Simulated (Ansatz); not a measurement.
Results of the Gaussian-basis code of Ansatz.

A structure relaxed at PBE0-D4/def2-TZVP, charge 0, multiplicity 1:

```tsv
atom	x (Å)	y (Å)	z (Å)
C1	-1.586	-0.774	1.245
C2	-0.382	-1.307	0.508
O3	0.005	-0.419	-0.534
B4	0.898	0.574	-0.425
C5	1.218	1.498	-1.639
Cl6	1.746	0.858	1.125
H7	-2.414	-0.597	0.555
H8	-1.913	-1.496	1.997
H9	-1.346	0.163	1.751
H10	-0.613	-2.257	0.021
H11	0.455	-1.465	1.192
H12	2.285	1.461	-1.879
H13	1.001	2.542	-1.392
H14	0.647	1.220	-2.525
```

Question: Give its formula and SMILES.

Answer: C3H8BClO, `CCOB(C)Cl`.

Question: Point group (tolerance 0.08 Å, 0.16 Å for H)?

Answer: C1.

Question: Summarise the bond lengths by kind.

Answer: 1 × C–C 1.509 Å; 8 × C–H 1.091 to 1.094 Å; 1 × C–O 1.423 Å; 1 × B–O 1.340 Å; 1 × B–C 1.559 Å; 1 × B–Cl 1.790 Å.
